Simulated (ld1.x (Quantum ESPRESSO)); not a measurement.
zirconium: one change to a TM potential, before and after

ld1.x (Quantum ESPRESSO) 7.5 input, shortened:

```
&input
   title='Zr', zed=40., rel=1, dft='PZ', iswitch=3,
   config='[Kr] 4d2 4f-2 5s2 5p0'
 /
 &inputp
   pseudotype=2, tm=.true., lloc=0,
   nlcc=.true., new_core_ps=.true.
 /
4
5P  2  1   0.00   0.00  3.05  3.05  0.0
4D  3  2   2.00   0.00  1.85  1.85  0.0
4F  4  3  -2.00   0.10  2.80  2.80  0.0
5S  1  0   2.00   0.00  3.25  3.25  0.0
 &test
   configts(1)='4d2 5s2 5p0'
 /
```

Change: all radii but the core radius scaled by about 0.92 (s 2.98, p 2.80, d 1.70, f 2.56 bohr).

Cutoffs: the cutoffs (Ry, on a coarse ladder) from which the occupation-weighted sum of valence levels, in a spherical-Bessel basis at the reference potential, stays within 10 and 1 mRy of its value at 400 Ry; they do not see the model core or the augmentation charge, which bear on the density cutoff. Errors are all-electron minus pseudo energies relative to the spin-unpolarised reference configuration.

Question: What does the change do?

Answer: The potential gets neither clearly harder nor softer (30 Ry and 40 Ry → 30 Ry and 40 Ry); a bound ghost appears in p, which as a rule spoils a file; of the 9 tests that both files solve, the error grows in 0 and shrinks in 1 by more than 15 % and 0.3 meV (median size 9.2 → 8.6 meV).

| quantity | base | changed |
| --- | --- | --- |
| cutoff, loose | 30 Ry | 30 Ry |
| cutoff, tight | 40 Ry | 40 Ry |
| bound ghosts | none | p |
| error for 4d2 5s1 5p0, meV [ΔE 7.35 eV] | -5.5 | -5.7 |
| error for 4d2 5s0 5p0, meV [ΔE 20.59 eV] | -42 | -42 |
| error for 4d1 5s0 5p0, meV [ΔE 43.41 eV] | -304 | -295 |
| error for 4d2 5s1 5p1, meV [ΔE 3.12 eV] | -2.3 | -2.1 |
| error for 4d2 5s1.5 5p0, meV [ΔE 2.97 eV] | -1.4 | -1.4 |
| error for 4d3 5s1 5p0, meV [ΔE 1.22 eV] | -79 | -82 |
| error for 4d2 5s0 5p2, meV [ΔE 6.40 eV] | -8.9 | -6.9 |
| error for 4d2 5s2 5p0 (spin-polarised), meV [ΔE -0.48 eV] | +9.2 | +8.6 |
| error for 4d2 5s1 5p0 (spin-polarised), meV [ΔE 6.27 eV] | +20 | +20 |

 A true bound ghost makes a file unfit for plane-wave use even where its test errors are small: the radial tests pick states by their node count and pass the ghost by.
